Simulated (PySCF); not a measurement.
Sn(OMe)(SiH3) (CH6OSiSn), SMILES C[O][Sn][SiH3] (connectivity only; charge and spin as stated), neutral, multiplicity 1.

Geometry optimised at PBE-D3(BJ)/def2-SVP. The structure was generated by enumeration; whether it is a known compound was not checked. The def2 effective core potentials stand for the cores of Sn; spin–orbit coupling is left out. Other conformers were not sampled.

These are TDDFT-LC-ωPBE/def2-SVPD in PySCF values and carry that method's errors.

Vertical excitations. Isolated molecule, no solvent. State labels are in the subgroup Cs.

Computed lowest excited states:
```tsv
state	symmetry	energy (eV)	λ (nm)	f	main pairs
S1	A"	2.43	509	0.006	HOMO→LUMO 99 %
S2	A"	4.47	277	0.013	HOMO−2→LUMO 96 %
S3	A'	4.82	257	0.028	HOMO→LUMO+1 83 %
S4	A'	5.05	246	0.047	HOMO−1→LUMO 91 %
S5	A'	6.15	202	0.793	HOMO→LUMO+2 86 %
S6	A'	6.49	191	0.184	HOMO→LUMO+3 82 %
S7	A"	6.61	188	0.001	HOMO−1→LUMO+1 76 %, HOMO−1→LUMO+3 13 %
S8	A'	6.85	181	0.099	HOMO−2→LUMO+1 81 %
S9	A"	6.87	181	0.050	HOMO→LUMO+5 87 %
S10	A'	7.01	177	0.087	HOMO→LUMO+4 51 %, HOMO→LUMO+6 31 %
T1	A"	1.59	778	0	HOMO→LUMO 96 %
T2	A'	3.87	320	0	HOMO→LUMO+1 90 %
T3	A"	3.99	310	0	HOMO−2→LUMO 86 %
T4	A'	4.10	303	0	HOMO−1→LUMO 92 %
```
Triplets are in the Tamm–Dancoff approximation, which puts them higher than full response would, so one can lie above its singlet here.
